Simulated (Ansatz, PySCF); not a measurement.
Bond stretch in LiBr, singlet.

UKS-BLYP = unrestricted BLYP/cc-pVDZ run with Ansatz (a program for electronic structure); RMP2 = Ansatz with MP2 on RHF/cc-pVDZ, cores with 3d frozen; RKS-B3LYP/6-31G* = PySCF with restricted B3LYP/6-31G*, spherical d; FCI = full CI/cc-pVDZ, cores with 3d frozen (Ansatz).

Energies relative to the lowest point of each curve near equilibrium, in eV:

| R / Å | UKS-BLYP | RMP2 | RKS-B3LYP/6-31G* |
|---|---|---|---|
| 1.77 | 1.258 | 1.409 | 1.189 |
| 1.85 | 0.749 | 0.860 | 0.699 |
| 2.05 | 0.109 | 0.150 | 0.095 |
| 2.27 | 0.004 | 0.002 | 0.013 |
| 2.38 | 0.075 | 0.063 | 0.091 |
| 2.49 | 0.194 | 0.177 | 0.213 |
| 3.91 | 2.233 | 2.433 | 2.265 |
| 4.37 | 2.640 | 2.982 | 2.709 |
| 5.36 | 3.078 | 3.820 | 3.306 |
| 6.45 | 3.267 | 4.373 | 3.636 |
| 7.48 | 3.352 | 4.643 | 3.803 |
| 8.86 | 3.410 | 4.750 | 3.931 |

### Question
Predict the corresponding FCI column.

### Answer
1.77: 1.408; 1.85: 0.861; 2.05: 0.152; 2.27: 0.002; 2.38: 0.062; 2.49: 0.175; 3.91: 2.433; 4.37: 2.983; 5.36: 3.765; 6.45: 3.979; 7.48: 3.992; 8.86: 3.994 (eV).

The unrestricted determinant behind UKS-BLYP is spin-contaminated at 4.37 to 8.86 Å (<S²> up to 0.6, against 0.00 for a pure singlet). The restricted form behind RMP2, RKS-B3LYP/6-31G* keeps the bonding electrons paired and can't separate into open-shell fragments. The T1 diagnostic of CCSD on the restricted reference of RMP2 exceeds 0.045 at 5.36 to 8.86 Å.
